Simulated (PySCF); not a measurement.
Cycloheptatriene, C₇H₈.
Bonds: C1–C2 (double), C2–C3, C3–C4 (double), C4–C5, C5–C6, C6–C7 (double), C1–C7. Hydrogens: H8 on C1; H9 on C2; H10 on C3; H11 on C4; H12, H13 on C5; H14 on C6; H15 on C7.

Method used: PBE0-D3(BJ)/def2-SVP geometry optimisation, gas phase in PySCF.

Give the optimised bond lengths and angles.

| bond | length (Å) |
| --- | --- |
| C1=C2 | 1.366 |
| C3=C4, C6=C7 | 1.352 |
| C4–C5, C5–C6 | 1.499 |
| C1–C7, C2–C3 | 1.442 |
| C1–H8, C2–H9 | 1.095 |
| C3–H10, C7–H15 | 1.095 |
| C4–H11, C6–H14 | 1.095 |
| C5–H12, C5–H13 | 1.102 |

Bonds in one row agree within 0.01 Å and their mean is given. A selection of angles:
| angle | degrees |
| --- | --- |
| C2–C1–C7 | 125.6 |
| C2–C1–H8 | 117.1 |
| C7–C1–H8 | 116.7 |
| C2–C3–C4 | 125.0 |
| C2–C3–H10 | 116.5 |
| C4–C3–H10 | 118.4 |
| C3–C4–C5 | 121.4 |
| C3–C4–H11 | 119.5 |
| C5–C4–H11 | 119.1 |
| C4–C5–C6 | 107.2 |
| C4–C5–H12 | 111.4 |
| C4–C5–H13 | 109.4 |
| H12–C5–H13 | 108.0 |

Torsions: C7–C1–C2–C3 0° (synperiplanar); C1–C2–C3–C4 -32° (synclinal); C2–C3–C4–C5 -9° (synperiplanar); C3–C4–C5–C6 68° (synclinal); C4–C5–C6–C7 -68° (synclinal); C5–C6–C7–C1 9° (synperiplanar); C2–C1–C7–C6 32° (synclinal).

The 7 C–C bonds span 1.352 Å (C6=C7, drawn double) to 1.499 Å (C5–C6, drawn single), a spread of 0.147 Å. The 7-membered ring C1–C2–C3–C4–C5–C6–C7 has internal angles of 107.2° to 125.6°; it is puckered, 0.29 Å rms from its mean plane, widest ring torsion 68°. Of the pairs four or more bonds apart, C1···H13 is among the closest relative to their van der Waals radii: 2.86 Å, 99 % of the sum of Bondi's values.

Point group: Cs (every atom within 0.08 Å of its image). Stationary, but not proved a minimum. The numbers are those of one conformer.
